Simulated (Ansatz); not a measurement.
C$_{8}$H$_{16}$N$_{2}$OZr, SMILES `C[O][Zr]1234([NH2])([N](C)C)[C@H]5[C@@H]1[C@@H]2[C@@H]3[C@H]54`: the same geometry under several functionals.

```yaml
crystal:
  periodic: [false, false, false]
  atoms:
    - {symbol: C, position_ang: [-1.446718, -1.489242, -2.669236]}
    - {symbol: O, position_ang: [-1.159680, -0.839625, -1.481854]}
    - {symbol: Zr, position_ang: [-0.288023, -0.375565, 0.182300]}
    - {symbol: N, position_ang: [-1.342639, -1.109090, 1.794752]}
    - {symbol: N, position_ang: [-0.644229, 1.642755, 0.293178]}
    - {symbol: C, position_ang: [-0.415012, 2.380556, 1.508050]}
    - {symbol: C, position_ang: [-0.906185, 2.509136, -0.826112]}
    - {symbol: C, position_ang: [2.054978, -0.624514, -0.706033]}
    - {symbol: C, position_ang: [2.173373, 0.029713, 0.541712]}
    - {symbol: C, position_ang: [1.804097, -0.887067, 1.545415]}
    - {symbol: C, position_ang: [1.470366, -2.110698, 0.920073]}
    - {symbol: C, position_ang: [1.635042, -1.950955, -0.467390]}
    - {symbol: H, position_ang: [-1.831942, -0.780872, -3.412488]}
    - {symbol: H, position_ang: [-2.206242, -2.265538, -2.517836]}
    - {symbol: H, position_ang: [-0.552225, -1.966679, -3.091110]}
    - {symbol: H, position_ang: [-1.087740, -1.798234, 2.484506]}
    - {symbol: H, position_ang: [-2.312169, -0.855557, 1.937083]}
    - {symbol: H, position_ang: [-1.279403, 3.013281, 1.762011]}
    - {symbol: H, position_ang: [0.461001, 3.045905, 1.434351]}
    - {symbol: H, position_ang: [-0.252641, 1.702111, 2.350377]}
    - {symbol: H, position_ang: [-1.097894, 1.925816, -1.729657]}
    - {symbol: H, position_ang: [-1.788832, 3.141461, -0.644293]}
    - {symbol: H, position_ang: [-0.063259, 3.188503, -1.033101]}
    - {symbol: H, position_ang: [2.252152, -0.185033, -1.673704]}
    - {symbol: H, position_ang: [2.476298, 1.055039, 0.694670]}
    - {symbol: H, position_ang: [1.770430, -0.687990, 2.606484]}
    - {symbol: H, position_ang: [1.136834, -3.008253, 1.419692]}
    - {symbol: H, position_ang: [1.440273, -2.699355, -1.221871]}
basis:
  gaussian: {orbitals: def2-TZVPP}
hamiltonian: {xc: {name: B2PLYP}}
```

```sh
$ ansatz run in.yaml --threads 11 --pin off --events-out ev --progress --plain --max-ram 174080MiB --backend cuda --devices 0, --max-vram 75GiB
```

Output, abridged:

```
Functional definition: B2PLYP
3713 factors; integrals over basis functions are off by at most 1.1e-3 eV
mean field evaluation 1: about -14816.9551 eV, gradient 1.0e2 eV
mean field evaluation 2: about -14817.3112 eV, gradient 1.0e2 eV
mean field evaluation 4: about -14838.1285 eV, gradient 1.9e1 eV
mean field evaluation 8: about -14838.9423 eV, gradient 1.6e0 eV
mean field evaluation 16: about -14838.9477 eV, gradient 1.8e-3 eV
mean field -14838.94774634 eV, -545.3212714779 hartree, gradient 9.1e-6 eV, S^2 0.000000; 0 other end points of the search recorded, 0 dependent functions left out
11 core orbitals not correlated: weight in the atoms' cores, before any rotation towards them, 1.000 or more for the frozen orbitals, at most 0.000 for the correlated occupied ones
reference -14838.94802944 eV, -545.3212818818 hartree; 38, 38 occupied and 572, 572 virtual orbitals, 3713 factors
second order -79.02586467 eV of doubles, -0.00000000 eV of singles
Total energy: -14860.28501290 eV, -546.1054015612 hartree
```

It took 5.5 s on 11 threads of an AMD EPYC 7R13 on a shared host and a whole NVIDIA H100 80 GB, with 4.2 GiB of host memory at the peak.

Changing it to `hamiltonian: {xc: {name: B97M-V}}` (abridged; 13 s):

```
Functional definition: B97M-V
mean field evaluation 16: about -14873.8724 eV, gradient 2.5e-2 eV
mean field -14873.87241290 eV, -546.6047293011 hartree, gradient 8.4e-5 eV, S^2 0.000000
Total energy: -14873.87252973 eV, -546.6047335948 hartree
```

The same input with `hamiltonian: {xc: {name: BHLYP}, dispersion: d4}` (abridged; 7 s):

```
Functional definition: BHLYP
mean field evaluation 16: about -14863.0197 eV, gradient 7.3e-4 eV
mean field -14863.01968311 eV, -546.2058988378 hartree, gradient 6.5e-5 eV, S^2 0.000000
Total energy: -14863.97642357 eV, -546.2410584012 hartree
```

With the line `hamiltonian: {xc: {name: r2SCAN0}, dispersion: d4}` (abridged; 9.5 s):

```
Functional definition: r2SCAN0
mean field evaluation 16: about -14864.3747 eV, gradient 1.5e-3 eV
mean field -14864.37468637 eV, -546.2556942892 hartree, gradient 3.8e-5 eV, S^2 0.000000
Total energy: -14864.64415269 eV, -546.2655969937 hartree
```

With the line `hamiltonian: {xc: {name: CAM-B3LYP}, dispersion: d4}` (abridged; 8 s):

```
Functional definition: CAM-B3LYP
mean field evaluation 16: about -14865.8956 eV, gradient 1.2e-3 eV
mean field -14865.89561118 eV, -546.3115872450 hartree, gradient 2.3e-5 eV, S^2 0.000000
Total energy: -14866.59619954 eV, -546.3373333922 hartree
```
